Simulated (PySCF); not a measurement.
CH5ClO3Si. Atoms are numbered in the order given.

```xyz
11

C      2.3643    -0.4206     0.1369
O      1.1180    -0.9290    -0.2968
Si    -0.3518    -0.3125     0.0689
O     -0.6223    -0.4647     1.6803
O     -1.5263    -1.1039    -0.7605
Cl    -0.3633     1.7017    -0.4602
H      2.4803    -0.5282     1.2290
H      3.1635    -0.9912    -0.3590
H      2.4763     0.6459    -0.1253
H     -1.4541    -0.1266     2.0316
H     -1.5050    -1.0491    -1.7231
```
Charge 0, spin multiplicity 1.

Geometry: B3LYP-D3(BJ)/def2-SVP. The values are those of a single conformer.

Vertical ionisation energy (IE) and electron affinity (EA) in eV. Rows of orbital energies are one-electron estimates. Where ΔSCF, EOM or ADC give a negative EA the extra electron is unbound and the value depends on the basis.

```json
[
 {"level": "−ε(HOMO), −ε(LUMO), PBE0/def2-TZVP (PySCF)", "IE": "8.64", "EA": "-0.44"},
 {"level": "−ε(HOMO), −ε(LUMO), PBE/def2-TZVP (PySCF)", "IE": "7.04", "EA": "0.51"}
]
```
